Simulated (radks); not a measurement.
Question: These are the eigenvalues of the occupied orbitals of an atom or ion with whole-number occupations (eV). Method: non-relativistic Kohn-Sham, TPSS, spin-unpolarised, spherical densities, point nucleus; meta-GGA in the generalised Kohn-Sham scheme; computed with a radial shooting solver on a logarithmic mesh with Libxc functionals.

| orbital | eigenvalue |
|---|---|
| 1s | -5868.518 |
| 2s | -682.0434 |
| 2p | -581.5205 |
| 3s | -94.5667 |
| 3p | -66.5135 |
| 3d | -22.7790 |

Which element is it, and in what charge state? The configuration may be excited.

Answer: Z = 24, chromium, charge +2: Cr2+ in [Ar] 3d4. The list shows which subshells hold electrons but not how many an open one holds; the 1s level, -215.66 hartree, gives Z - s = 20.8 by -(Z - s)^2/2, which with screening narrows Z to a few neighbours, and the depths of the outer levels then fix element, charge and occupations together.
